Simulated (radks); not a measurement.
Problem. Radial electron density D(r) = 4 pi r^2 rho(r) of an atom or ion with 33 electrons. Method: Dirac Kohn-Sham, PBE, spin-unpolarised, spherical densities, point nucleus; computed with a radial shooting solver on a logarithmic mesh with Libxc functionals.

r (bohr)  D(r) (e/bohr)
0.001472         0.8204
0.001979          1.406
0.002661          2.382
0.003549          3.917
0.004771          6.396
0.006414          10.15
0.008624          15.50
0.01159           22.50
0.01559           30.51
0.02079           37.68
0.02795           41.92
0.03758           41.10
0.05053           36.65
0.06793           34.53
0.09134           40.02
0.1218            48.30
0.1638            47.13
0.2202            34.15
0.2961            26.25
0.398             30.97
0.5351            31.52
0.7138            20.37
0.9596            8.832
1.29              4.399
1.735             3.233
2.332             1.871
3.111            0.6742
4.182            0.1576
5.623           0.03949
7.559           0.01142
10.16          0.001912
13.66         0.0001164

What is the nuclear charge?

Solution. Z = 34. The innermost maximum, from 1s, lies near gamma/Z bohr with gamma = sqrt(1 - (Z/c)^2) = 0.969, here 0.0285 bohr (found: 0.0310), and its height grows with Z. The density is that of the selenium ion Se+ in [Ar] 3d10 4s1.75 4p3 4d0.25; the configuration itself is not fixed sharply by these data, and Z only to about a unit. D(r) has 3 maxima, at r = 0.0310, 0.138, 0.471 bohr, and minima at 0.0648, 0.298 bohr, inside which lie 2.09, 11.02 electrons.
